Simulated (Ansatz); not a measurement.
Input for Ansatz (an electronic-structure program): U-r2SCAN/def2-TZVPP on H2P (SMILES [PH2+]), 2S+1 = 3, a spin state set in the input, which need not be the lowest. Charge +1.

Ansatz 0.2 input:
```yaml
crystal:
  periodic: [false, false, false]
  atoms:
    - {symbol: P, position_ang: [-0.00022356, 0.08110998, 0.00000000]}
    - {symbol: H, position_ang: [-1.23605902, -0.61173639, 0.00000000]}
    - {symbol: H, position_ang: [1.23941242, -0.60491337, 0.00000000]}
basis:
  gaussian:
    orbitals: def2-TZVPP
hamiltonian:
  xc: {name: r2SCAN}
total_charge: 1
magnetization: {spin_polarized: true, initial_magnetization: 2}
```

Output:

```
WARN ansatz: RAYON_NUM_THREADS=2 ignored (pool sized by the plan → 2); use --threads N
Functional definition: r2SCAN
integrals: 0.01 GiB planned
405 factors; their error is unknown
mean field: 0.17 GiB planned
mean field evaluation 1: about -9308.2602 eV, gradient 1.2e1 eV
mean field evaluation 2: about -9308.8723 eV, gradient 7.7e0 eV
mean field evaluation 4: about -9309.0744 eV, gradient 1.4e-1 eV
mean field evaluation 8: about -9309.0600 eV, gradient 2.1e-2 eV
mean field -9309.05999662 eV, -342.1016449681 hartree, gradient 3.5e-5 eV, S^2 2.007140; 0 other end points of the search recorded, 0 dependent functions left out
reference -9309.06000665 eV, -342.1016453369 hartree; 9, 7 occupied and 61, 63 virtual orbitals, 405 factors
Total energy: -9309.06000665 eV, -342.1016453369 hartree
```

The run converged.

Cost: around 1.9 core-seconds (rough).
